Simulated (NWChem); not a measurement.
Molecule: CH2ClF; SMILES FCCl

Computed with NWChem. Medium grid unless said otherwise, to which SCAN and Minnesota functionals are sensitive. Coordinates come from a PBE0/def2-SVP optimisation. Hybrids' shares of exact exchange are those that their runs print; pure functionals count as 0. The functionals differ in more than this share.

```csv
row,share of exact exchange,orbital gap (eV)
"LDA (Slater exchange, VWN5)/def2-TZVPD",0.00,6.52
PBE/def2-TZVPD,0.00,6.56
B3LYP/def2-TZVPD,0.20,8.36
PBE0/def2-TZVPD,0.25,8.92
M06-2X/def2-TZVPD,0.54,10.59
Hartree-Fock/def2-TZVPD,1.00,withheld
```

Fit a straight line of the last column on the one before it, predict the withheld value, and compare with the run.


1. Means of the 5 shown rows: x = 0.198, y = 8.190. Slope Σ(x − x̄)(y − ȳ)/Σ(x − x̄)² = 1.513/0.1981 = 7.636; intercept 6.678.
2. The shown rows scatter about the line by 0.209 (root mean square); the largest residual is +0.33, at PBE0/def2-TZVPD.
3. At x = 1.00 (Hartree-Fock/def2-TZVPD; beyond the shown range) the line gives 14.31.
4. The run gives 14.12, -0.19 from the line, 0.9 times the scatter.
